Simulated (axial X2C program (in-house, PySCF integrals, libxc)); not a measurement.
Spin–orbit effects down a group: molecules with Te (ions), PBE0

All values come from calculations with an in-house all-electron X2C program for linear molecules (integrals from PySCF), spin-free (one-electron X2C) or two-component (2c: spin–orbit coupling with atomic mean-field Coulomb and Gaunt terms, which also bring small scalar terms), in Dyall basis sets with cores contracted in-house; open shells are unrestricted.

Basis sets: Br dyall-acv3z, Cl dyall-av3z, F dyall-av3z, I dyall-av3z, Te dyall-acv3z, Te dyall-av3z.

| molecule | spin-free state | Re (Å) | ωe (cm⁻¹) | De (eV) | 2c state | Re 2c (Å) | ωe 2c (cm⁻¹) | De 2c (eV) |
| --- | --- | --- | --- | --- | --- | --- | --- | --- |
| TeF⁻ | M_S = 0, Λ = 0 | 1.993 | 512.8 | 2.61 | Ω = 0 | 2.004 | 494.0 | 2.41 |
| TeCl⁻ | M_S = 0, Λ = 0 | 2.438 | 315.0 | 1.70 | Ω = 0 | 2.457 | 296.2 | 1.50 |
| TeBr⁻ | ? | ? | ? | ? | ? | ? | ? | ? |
| TeI⁻ | M_S = 0, Λ = 0 | 2.765 | 185.0 | 1.50 | Ω = 0 | 2.787 | 172.6 | 1.28 |

**Question.** Estimate the 2c Re and ωe of TeBr⁻ as the mean of its neighbours in the table.

**Answer.** Re ≈ 2.622 Å, ωe ≈ 234.4 cm⁻¹. The PBE0 runs give the row below, so the estimate misses by 0.021 Å and 25.4 cm⁻¹.

```tsv
molecule	spin-free state	Re (Å)	ωe (cm⁻¹)	De (eV)	2c state	Re 2c (Å)	ωe 2c (cm⁻¹)	De 2c (eV)
TeBr⁻	M_S = 0, Λ = 0	2.580	223.0	1.59	Ω = 0	2.601	209.0	1.38
```

Fragments in 2c: Te + F-, Te + Cl-, Te + Br-, I- + Te. Each entry is the lowest single determinant of a limited PBE0 search at one distance. De goes to single-determinant-based atoms at the same level (for ions the charge split of lowest energy) and is withheld (n/a) where an atom does not fit its ground term or J level. Main or longest-lived isotopes. The functionals have no current term, which raises determinants with orbital currents.
